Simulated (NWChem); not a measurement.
# Correlation energy of BI₂

```xyz
3

I      1.9059     0.0000    -0.0412
B      0.0000     0.0000     0.8724
I     -1.9059     0.0000    -0.0412
```
Charge 0, spin multiplicity 2.

All runs are NWChem calculations. Structure: optimised with UB3LYP/def2-SVP with def2 effective core potentials on I, a minimum by its harmonic frequencies.

Basis set: def2-SVP. Each correlation energy counts from its own Hartree-Fock reference.

```json
[
 {"method": "UMP2", "correlation energy (mHa)": "-298.6"},
 {"method": "SCS-UMP2", "correlation energy (mHa)": "-278.9"},
 {"method": "CCSD on UHF", "correlation energy (mHa)": "-318.7"},
 {"method": "CCSD[T] on UHF", "correlation energy (mHa)": "-330.9"},
 {"method": "CCSD(T) on UHF", "correlation energy (mHa)": "-329.7"},
 {"method": "CCSD on ROHF", "correlation energy (mHa)": "-320.8"},
 {"method": "CCSD[T] on ROHF", "correlation energy (mHa)": "-333.5"},
 {"method": "CCSD(T) on ROHF", "correlation energy (mHa)": "-332.1"}
]
```

The values span 54.5 mHa, from CCSD[T] on ROHF (lowest) to SCS-UMP2 (highest). 

Effective core potentials replace the inner electrons of I; spin-orbit coupling is left out. The correlated methods keep 9 core orbitals frozen. The structure started from a generated list of species. The unpaired electrons of the parent sit in orbitals of symmetry a1 (C2v labels of the run); other states weren't searched. The stability of the SCF solutions was not checked. Open-shell Hartree-Fock references start from PBE0 orbitals. Coupled-cluster values serve here as a point of comparison, not as the truth.
